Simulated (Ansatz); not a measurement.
Geometry optimisation, RKS PBE0-D4/def2-SVP in Ansatz.

Input file:

```yaml
crystal:
  periodic: [false, false, false]
  atoms:
    - { symbol: As, position_ang: [-0.22182, 0.50373, -0.35727] }
    - { symbol: H, position_ang: [0.60251, 1.67509, -0.791] }
    - { symbol: H, position_ang: [-0.75697, 0.39199, -1.75053] }
    - { symbol: H, position_ang: [0.90199, -0.40881, -0.73737] }
basis:
  gaussian: { orbitals: def2-SVP }
hamiltonian:
  xc: pbe0
  dispersion: d4
relax:
  f_tol: 0.015
  max_steps: 40
```

Run as:

```bash
$ ansatz run input.yaml --threads 1 --pin off --max-ram 2048MiB --backend cpu --events-out ev --progress --plain --runs-dir out
```

Q: Where does it end, and by what steps?

A: It converged. After 3 steps the energy has fallen by 0.039 eV; H3 moved furthest, 0.05 Å.

| step | energy less start (eV) | largest force component (eV/Å) | accepted |
| --- | --- | --- | --- |
| 0 | 0.0000 | 0.551 | yes |
| 1 | -0.0326 | 0.225 | yes |
| 2 | -0.0389 | 0.024 | yes |
| 3 | -0.0389 | 0.000 | yes |

```xyz
4
Properties=species:S:1:pos:R:3
As -0.212 0.505 -0.374
H 0.616 1.722 -0.772
H -0.805 0.384 -1.774
H 0.927 -0.449 -0.716
```

Time of the run: 3.5 s on 1 thread of Arm Neoverse V2, with other jobs on the host, peak memory 0.089 GiB.
